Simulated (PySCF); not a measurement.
Spin-rotation constants: `o1[c]([AlH2])ccc1`, C$_{4}$H$_{5}$AlO

Geometry:
```csv
atom,x (Å),y (Å),z (Å)
Al1,2.398,0.220,-0.014
C2,0.447,0.031,-0.001
C3,-0.454,-0.775,0.654
C4,-1.761,-0.398,0.219
C5,-1.572,0.614,-0.673
O6,-0.262,0.879,-0.814
H7,3.107,1.213,1.003
H8,3.274,-0.624,-1.035
H9,-0.212,-1.557,1.373
H10,-2.713,-0.823,0.529
H11,-2.254,1.220,-1.265
```

Method used: GIAO KT3/pcSseg-1 magnetisability, rotational g tensor and spin-rotation constants, non-relativistic, gas phase (PySCF). Geometry: PBE0-D3(BJ)/def2-SVP.

Problem. Give the nuclear spin-rotation constants along the inertial axes (H = +C I·J) beside the isotropic shieldings.

Solution. Rotational constants 8.7549, 1.9375, 1.6253 GHz. A star marks the isotopologue with that one atom substituted, in its own axes.
```tsv
atom	isotope	Caa (kHz)	Cbb (kHz)	Ccc (kHz)	mean (kHz)	σ (ppm)
Al1	27Al	7.619	1.126	1.212	3.319	330.4
H7	1H	-0.334	-0.139	0.014	-0.153	26.0
H8	1H	-0.328	-0.139	0.013	-0.151	26.0
H9	1H	-0.724	0.191	-0.179	-0.238	24.6
H10	1H	0.524	-0.103	-0.174	0.082	24.9
H11	1H	-0.086	0.053	-0.160	-0.064	23.7
C2	13C*	3.728	0.812	0.333	1.625	33.4
C3	13C*	2.870	0.809	0.231	1.303	67.3
C4	13C*	3.558	0.577	0.212	1.449	79.0
C5	13C*	3.700	0.709	0.333	1.581	43.0
O6	17O*	-3.682	-0.757	-0.168	-1.536	23.7
```
For the geometry as given, no vibrational averaging.

Problem. How do the rotational constants and the g tensor change when H7, H8, H9, H10, H11 are replaced by deuterium?

Solution. Constants 7.1778, 1.6986, 1.4329 GHz; g -0.1265, -0.0316, 0.0072, against -0.1542, -0.0360, 0.0082 before.
